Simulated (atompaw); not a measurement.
What the settings do to the PAW (atompaw) potential of nitrogen (N)

Base potential:

- Element: N (Z = 7)
- Generator: atompaw 4.2.0.5
- Type: PAW
- Functional: PBE
- Relativity: non-relativistic
- Frozen core: [He]
- Valence charge: 5
- Reference configuration: 2s2 2p2 (charge +1)
- Partial waves: 2s (bound): rc 1.10 bohr; 2s channel at 1.9 Ry: rc 1.70 bohr; 2p (bound): rc 1.70 bohr; 2p channel at -0.55 Ry: rc 1.70 bohr
- Local potential: troulliermartins scheme with l = 2 at 0.5 Ry, radius 1.20 bohr
- Core correction: smooth core density matched at 1.50 bohr
- Augmentation charge: besselshape compensation charge, radius 1.65 bohr; PAW radius 1.70 bohr; waves and projectors: custom rrkj gramschmidtortho

Cutoffs, loose and tight: the cutoffs (Ry, on a coarse ladder) from which the occupation-weighted sum of valence levels, in a spherical-Bessel basis at the reference potential, stays within 10 and 1 mRy of its value at 400 Ry. They see the waves, projectors and local potential, not the compensation charge or the core. A dash means not determined.

```tsv
change	outcome	cutoff, loose	cutoff, tight	bound ghosts
base	generated	25 Ry	30 Ry	none
augmentation besselshape compensation charge, radius 1.38 bohr; PAW radius 1.70 bohr; waves and projectors: custom rrkj gramschmidtortho	generated	25 Ry	30 Ry	none
augmentation besselshape compensation charge, radius 1.65 bohr; PAW radius 1.70 bohr; waves and projectors: custom rrkj vanderbiltortho	generated	25 Ry	30 Ry	none
augmentation sinc compensation charge, radius 1.65 bohr; PAW radius 1.70 bohr; waves and projectors: custom rrkj gramschmidtortho	generated	25 Ry	30 Ry	none
core correction smooth core density matched at 1.52 bohr	generated	25 Ry	30 Ry	none
```

What comes out with this change to the base: local potential troulliermartins scheme with l = 2 at 0.5 Ry, radius 1.70 bohr?

outcome: generated; cutoff, loose: 25 Ry; cutoff, tight: 35 Ry; bound ghosts: none.

What comes out with this change to the base: wave 2p channel at -0.55 Ry: rc 1.70 bohr becomes 2p channel at 7.35 Ry: rc 1.70 bohr?

outcome: generated; cutoff, loose: 25 Ry; cutoff, tight: 40 Ry; bound ghosts: none.

What comes out with this change to the base: all radii scaled by about 0.73 (s 0.80, p 1.24 bohr); local potential troulliermartins scheme with l = 2 at 0.5 Ry, radius 0.88 bohr; augmentation besselshape compensation charge, radius 1.20 bohr; PAW radius 1.24 bohr; waves and projectors: custom rrkj gramschmidtortho; core correction smooth core density matched at 1.10 bohr?

outcome: generated; cutoff, loose: 50 Ry; cutoff, tight: 80 Ry; bound ghosts: none.
